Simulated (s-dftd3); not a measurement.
F3Te (SMILES F[Te](F)F), doublet, geometry from GFN2-xTB (the spin is typed, not shown lowest); D3(bj) for hf (s-dftd3).

s-dftd3 was given this input:
```
$ s-dftd3 mol.xyz --bj hf --json dftd3.json --noedisp --grad

# file mol.xyz
4

Te    -0.02303119    -0.20998681     0.25384591
F     -1.85637227    -0.22488197    -0.59006750
F      0.03390534     1.30408449    -0.92930113
F      1.95553606     0.13405462     0.05270334
```

### Question
Write the output that s-dftd3 gives for this input, abridged.

### Answer

```
-----------------------------------
 s i m p l e   D F T - D 3  v1.4.0
-----------------------------------

Rational (Becke-Johnson) damping: hf-D3(BJ)
---------------------
  s6         1.0000
  s8         0.9171
  s9         0.0000
  a1         0.3385
  a2         2.8830
 alp        14.0000
--------------------

Dispersion energy:      -2.0534153477297E-02 Eh

Gradient norm:           3.7259334688679E-03 Eh/a0
--------------------------------------------------
     #    Z           dE/dx      dE/dy      dE/dz
--------------------------------------------------
     1   52 Te   -1.247E-04 -1.037E-03  1.319E-03
     2    9 F    -1.796E-03 -4.716E-04 -4.510E-04
     3    9 F     2.163E-05  1.632E-03 -1.040E-03
     4    9 F     1.900E-03 -1.236E-04  1.722E-04
--------------------------------------------------

Virial:
--------------------------------------------------
      component           x          y          z
--------------------------------------------------
          x       1.333E-02  1.347E-03  2.095E-03
          y       1.347E-03  4.603E-03 -2.851E-03
          z       2.095E-03 -2.851E-03  2.979E-03
--------------------------------------------------

[Info] JSON dump of results written to 'dftd3.json'
```
